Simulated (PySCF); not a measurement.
Several molecules and their computed UV-vis stick spectra, shuffled. Computed, not measured: PySCF, TDDFT CAM-B3LYP/def2-SVPD, vertical, gas phase, core orbitals frozen in the response. Geometries: GFN2-xTB; one conformer of each isolated species. Triplets are in the Tamm–Dancoff approximation. Ions are computed without counter-ions or solvent.

A. `C=CC1=C[CH+]CC=C1`
B. `C=CC[P@@](C)(=O)O`
C. `FC(F)(F)[C@@H]1C=CSC1`
D. `O=CCCCl`
E. `C1O[C@@H]1CCl`

Lowest singlet levels (six at most, fewer where fewer were computed) with oscillator strengths:

1. 252 nm (f 0.002); 230 nm (f 0.145); 212 nm (f 0.007); 194 nm (f 0.015); 185 nm (f 0.006); 179 nm (f 0.016); T1 3.65 eV
2. 282 nm (f 0.000); 173 nm (f 0.008); 166 nm (f 0.001); 163 nm (f 0.001); 160 nm (f 0.001); 160 nm (f 0.002); T1 3.79 eV
3. 180 nm (f 0.229); 171 nm (f 0.004); 162 nm (f 0.058); 159 nm (f 0.138); 156 nm (f 0.060); 155 nm (f 0.016); T1 4.38 eV
4. 302 nm (f 0.102); 288 nm (f 0.534); 240 nm (f 0.000); 217 nm (f 0.001); 198 nm (f 0.002); 188 nm (f 0.028); T1 2.50 eV
5. 169 nm (f 0.010); 167 nm (f 0.005); 155 nm (f 0.007); 151 nm (f 0.032); 148 nm (f 0.009); 147 nm (f 0.038); T1 6.66 eV

Problem. Which spectrum belongs to which structure?

Solution. 1 = C, 2 = D, 3 = B, 4 = A, 5 = E.
- A: S1 at 4.11 eV, HOMO-1→LUMO (87%), HOMO→LUMO (12%); Löwdin shares by element: HOMO carbon 70% or more (atoms not listed hold the other 30%); LUMO carbon 65% or more (atoms not listed hold the other 35%); HOMO -13.69 and LUMO -7.12 eV.
- B: S1 at 6.87 eV, HOMO→LUMO (94%); Löwdin shares by element: HOMO carbon 55% or more, oxygen 18% or more (atoms not listed hold the other 27%); LUMO carbon 63% or more, hydrogen 7% or more (atoms not listed hold the other 30%); HOMO -8.88 and LUMO 0.86 eV.
- C: S1 at 4.92 eV, HOMO→LUMO+1 (69%), HOMO→LUMO (10%), HOMO→LUMO+5 (8%); Löwdin shares by element: HOMO sulfur 49%, carbon 40% or more; LUMO carbon 63% or more, sulfur 14% (atoms not listed hold the other 23%); HOMO -7.61 and LUMO 0.80 eV.
- D: S1 at 4.40 eV, HOMO→LUMO (90%), HOMO-2→LUMO (8%); Löwdin shares by element: HOMO oxygen 49%, carbon 26% or more, chlorine 13%; LUMO carbon 51% or more, oxygen 35%, hydrogen 7% or more; HOMO -9.32 and LUMO 0.12 eV; point group Cs, 1 of its 6 listed states under f = 0.0005.
- E: S1 at 7.34 eV, HOMO→LUMO (56%), HOMO-2→LUMO (24%); Löwdin shares by element: HOMO oxygen 51%, chlorine 21%, carbon 14% or more; LUMO chlorine 53%, carbon 18% or more, oxygen 9%, hydrogen 7% or more; HOMO -9.71 and LUMO 1.22 eV.
